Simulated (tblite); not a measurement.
Compound: C4H6O3S.
Atom-mapped SMILES: `[CH2:1]=[CH:2][C@@H:3]1[CH2:4][O:5][S@@:6](=[O:7])[O:8]1` (hydrogens: H9, H10 on C1; H11 on C2; H12 on C3; H13, H14 on C4)

Computed with GFN2-xTB (tblite), gas phase: Langevin dynamics at 200 K from the optimised GFN2-xTB geometry, time step 0.5 fs, friction 0.01 fs⁻¹, 2000 steps. The instantaneous temperature is 2·E(kin)/(3Nk) with all 3N coordinates.

```tsv
t (fs)	T (K)	E(pot) above start (eV)	C1=C2 (Å)	C2–C3 (Å)	C3–C4 (Å)	C4–O5 (Å)	O5–S6 (Å)	C1–H9 (Å)	C1–C2–C3–C4 (°)
0	155	0.000	1.319	1.504	1.550	1.395	1.688	1.077	110
50	118	0.233	1.308	1.518	1.550	1.389	1.726	1.087	106
100	159	0.278	1.345	1.473	1.529	1.416	1.733	1.071	99
150	174	0.292	1.292	1.532	1.533	1.376	1.694	1.093	100
200	166	0.268	1.351	1.469	1.578	1.414	1.690	1.097	99
250	147	0.382	1.308	1.519	1.583	1.400	1.655	1.077	109
300	119	0.280	1.339	1.513	1.547	1.373	1.661	1.098	111
350	204	0.306	1.315	1.488	1.530	1.386	1.694	1.097	120
400	207	0.346	1.349	1.518	1.520	1.405	1.696	1.037	110
450	238	0.230	1.285	1.519	1.574	1.382	1.705	1.094	105
500	243	0.269	1.337	1.465	1.562	1.361	1.677	1.107	104
550	136	0.351	1.309	1.543	1.549	1.449	1.679	1.061	110
600	157	0.256	1.327	1.503	1.598	1.372	1.702	1.096	107
650	200	0.300	1.308	1.471	1.577	1.393	1.717	1.052	103
700	164	0.309	1.325	1.486	1.512	1.375	1.701	1.101	101
750	176	0.242	1.322	1.506	1.563	1.398	1.672	1.105	83
800	192	0.315	1.317	1.486	1.512	1.378	1.706	1.046	96
850	214	0.334	1.332	1.464	1.534	1.418	1.699	1.101	100
900	257	0.241	1.332	1.486	1.542	1.390	1.701	1.107	116
950	218	0.355	1.326	1.501	1.555	1.438	1.699	1.062	116
1000	246	0.285	1.313	1.455	1.572	1.365	1.662	1.085	117
```

Problem. From 500 fs on, how do temperature and potential energy compare with equipartition?

Solution. The mean temperature of these 11 frames is 200 K against the target 200 K, and the mean potential energy 0.30 eV against 36 × kT/2 = 0.31 eV for 36 classical harmonic modes. For 14 atoms in a canonical ensemble the temperature itself scatters by T·√(2/(3N)) = 44 K; here its standard deviation is 38 K. The whole run lasts only 10 friction times of 100 fs, so these averages carry a wide statistical error.

Problem. What are the kinetic and total energies of the listed frame with the highest potential energy?

Solution. The one at 250 fs, 0.382 eV above the start. Its kinetic energy is 3NkT/2 = 0.265 eV at 147 K, so the sum is 0.65 eV; over the listed frames the sum runs from 0.28 to 0.75 eV, since the thermostat adds and removes energy.

Problem. How much do the listed bonds fluctuate from 500 fs on?

Solution. 
```json
{"bond": "C1=C2", "at the start (Å)": "1.319", "mean (Å)": "1.322", "standard deviation (Å)": "0.009"}
{"bond": "C2–C3", "at the start (Å)": "1.504", "mean (Å)": "1.488", "standard deviation (Å)": "0.024"}
{"bond": "C3–C4", "at the start (Å)": "1.550", "mean (Å)": "1.552", "standard deviation (Å)": "0.025"}
{"bond": "C4–O5", "at the start (Å)": "1.395", "mean (Å)": "1.394", "standard deviation (Å)": "0.028"}
{"bond": "O5–S6", "at the start (Å)": "1.688", "mean (Å)": "1.692", "standard deviation (Å)": "0.016"}
{"bond": "C1–H9", "at the start (Å)": "1.077", "mean (Å)": "1.084", "standard deviation (Å)": "0.023"}
```

The motion is classical and holds no zero-point motion.

The cost below is that of the whole dynamics run. On one thread of an Intel Xeon Platinum 8488C, no GPU, shared host with 192 logical CPUs at a one-minute load of 35, this took 11 s and 0.18 GiB of memory at its peak.
